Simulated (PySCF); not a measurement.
HP₂ (SMILES P#[PH+]), charge +1, singlet, geometry from GFN2-xTB, with bond 3-2 at 2.0 times its length; M062X/6-311G** (PySCF).

Input for PySCF:
```python
from pyscf import gto, scf, dft

mol = gto.M(
    atom='''
P    -0.000000   -0.000000   -1.025967
P     0.000000    0.000000    0.875030
H     0.000000    0.000000    3.653107
''',
    basis='6-311g**',
    charge=1,
    spin=0,
    verbose=4,
)

mf = dft.RKS(mol)
mf.xc = 'm062x'
mf.init_guess = 'vsap'
mf.kernel()
```

Q: Write the output that PySCF gives for this input, abridged.

A: 
```
PySCF version 2.14.0

[INPUT] verbose = 4
[INPUT] num. atoms = 3
[INPUT] num. electrons = 30
[INPUT] charge = 1
[INPUT] spin (= nelec alpha-beta = 2S) = 0
[INPUT] symmetry False subgroup None
[INPUT] Mole.unit = angstrom
[INPUT] Symbol           X                Y                Z      unit          X                Y                Z       unit  Magmom
[INPUT]  1 P      0.000000000000   0.000000000000  -1.025967000000 AA    0.000000000000   0.000000000000  -1.938796642842 Bohr   0.0
[INPUT]  2 P      0.000000000000   0.000000000000   0.875030000000 AA    0.000000000000   0.000000000000   1.653567050778 Bohr   0.0
[INPUT]  3 H      0.000000000000   0.000000000000   3.653107000000 AA    0.000000000000   0.000000000000   6.903371733731 Bohr   0.0

nuclear repulsion = 67.1865221972072
number of shells = 28
number of NR pGTOs = 98
number of NR cGTOs = 58
basis = 6-311g**
ecp = {}

******** <class 'pyscf.dft.rks.RKS'> ********
method = RKS
initial guess = vsap
damping factor = 0
level_shift factor = 0
DIIS = <class 'pyscf.scf.diis.CDIIS'>
diis_start_cycle = 1
diis_space = 8
diis_damp = 0
SCF conv_tol = 1e-09
SCF conv_tol_grad = None
SCF max_cycles = 50
direct_scf = True
direct_scf_tol = 1e-13
XC library pyscf.dft.libxc version 7.1.2
    S. Lehtola, C. Steigemann, M. J. T. Oliveira, and M. A. L. Marques,  SoftwareX 7, 1–5 (2018)
XC functionals = m062x
    Y. Zhao and D. G. Truhlar,  Theor. Chem. Acc. 120, 215 (2008)
    Y. Zhao and D. G. Truhlar,  Theor. Chem. Acc. 120, 215 (2008)
radial grids:
    Treutler-Ahlrichs [JCP 102, 346 (1995); DOI:10.1063/1.469408] (M4) radial grids

becke partition: Becke, JCP 88, 2547 (1988); DOI:10.1063/1.454033
pruning grids: <function nwchem_prune>
grids dens level: 3
symmetrized grids: False
atomic radii adjust function: <function treutler_atomic_radii_adjust>
small_rho_cutoff = 0
Set gradient conv threshold to 3.16228e-05
tot grids = 48168
  HOMO = -0.32862308776989  LUMO = -0.167369361603913  gap/eV = 4.38794
init E= -682.551875332828

WARN: HOMO -0.398596875157823 == LUMO -0.398596875157565

cycle= 1 E= -681.948285792316  delta_E= 0.604  |g|= 0.95  |ddm|= 1.88
  HOMO = -0.770263564665646  LUMO = -0.54308524248379  gap/eV = 6.18184
cycle= 2 E= -682.081238600839  delta_E= -0.133  |g|= 1.23  |ddm|= 2.55
  HOMO = -0.557283675079802  LUMO = -0.342595479745469  gap/eV = 5.84196
cycle= 3 E= -682.584339608649  delta_E= -0.503  |g|= 0.527  |ddm|= 1.46
  HOMO = -0.496525050426754  LUMO = -0.373836810767351  gap/eV = 3.33852
cycle= 4 E= -682.661625859708  delta_E= -0.0773  |g|= 0.29  |ddm|= 0.666
  HOMO = -0.489604038722788  LUMO = -0.471996027591132  gap/eV = 0.47914
cycle= 5 E= -682.733091462763  delta_E= -0.0715  |g|= 0.211  |ddm|= 0.891
  HOMO = -0.526159163042334  LUMO = -0.445740550642512  gap/eV = 2.18830
cycle= 6 E= -682.755215304764  delta_E= -0.0221  |g|= 0.0414  |ddm|= 0.245
  HOMO = -0.546870412377205  LUMO = -0.429693530363475  gap/eV = 3.18855
cycle= 7 E= -682.756041859643  delta_E= -0.000827  |g|= 0.0145  |ddm|= 0.0792
  HOMO = -0.550074690415117  LUMO = -0.423751382305349  gap/eV = 3.43743
cycle= 8 E= -682.756152664466  delta_E= -0.000111  |g|= 0.00687  |ddm|= 0.0362
  HOMO = -0.549654583685026  LUMO = -0.424055111496279  gap/eV = 3.41774
cycle= 9 E= -682.756185024578  delta_E= -3.24e-05  |g|= 0.00229  |ddm|= 0.00912
  HOMO = -0.549305725996083  LUMO = -0.424338818288097  gap/eV = 3.40052
cycle= 10 E= -682.756187699023  delta_E= -2.67e-06  |g|= 0.000467  |ddm|= 0.00264
  HOMO = -0.549215413697224  LUMO = -0.424443181548785  gap/eV = 3.39523
cycle= 11 E= -682.756187850053  delta_E= -1.51e-07  |g|= 4.24e-05  |ddm|= 0.000751
  HOMO = -0.549210756897758  LUMO = -0.42444982298647  gap/eV = 3.39492
cycle= 12 E= -682.756187853466  delta_E= -3.41e-09  |g|= 1.79e-05  |ddm|= 0.000165
  HOMO = -0.549212854168423  LUMO = -0.424447525771862  gap/eV = 3.39504
cycle= 13 E= -682.75618785379  delta_E= -3.23e-10  |g|= 4.14e-06  |ddm|= 4.82e-05
  HOMO = -0.549212152828854  LUMO = -0.424447785537075  gap/eV = 3.39501
Extra cycle  E= -682.756187853788  delta_E= 1.59e-12  |g|= 5.72e-06  |ddm|= 1.02e-05
converged SCF energy = -682.756187853788
```
